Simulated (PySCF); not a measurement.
**Manganese: highly charged ions in a basis for the neutral atom**

Mn¹⁸⁺ [He] 2s2 2p3, Mn¹⁹⁺ [He] 2s2 2p2. All numbers are calculated (PySCF 2.14, scalar relativity by spin-free X2C-1e, in Sapporo-DKH3-DZP-2012 (6s5p3d1f, 43 functions)). No spin-orbit coupling, so a gap to NIST mixes the basis error with missing relativistic terms.

Changed run: basis of the neutral atom used for a highly charged ion. This setting is unsound on purpose.

```
species  method  sound run (hartree)  changed run (hartree)  converged
  Mn¹⁸⁺     UHF              not run             -918.32672        yes
  Mn¹⁸⁺    PBE0              not run             -918.34888        yes
  Mn¹⁸⁺  M06-2X              not run             -918.62550        yes
  Mn¹⁹⁺     UHF              not run             -865.26277        yes
  Mn¹⁹⁺    PBE0              not run             -865.30327        yes
  Mn¹⁹⁺  M06-2X              not run             -865.57743        yes
```

Ionisation energy of Mn¹⁸⁺:

| method | changed run (eV) | NIST (eV) |
| --- | --- | --- |
| UHF | 1443.9 | 1430.9 ± 2.2 |
| PBE0 | 1443.4 | 1430.9 ± 2.2 |
| M06-2X | 1443.5 | 1430.9 ± 2.2 |

The contracted functions were made for the neutral atom and can be too rigid for a highly charged ion.
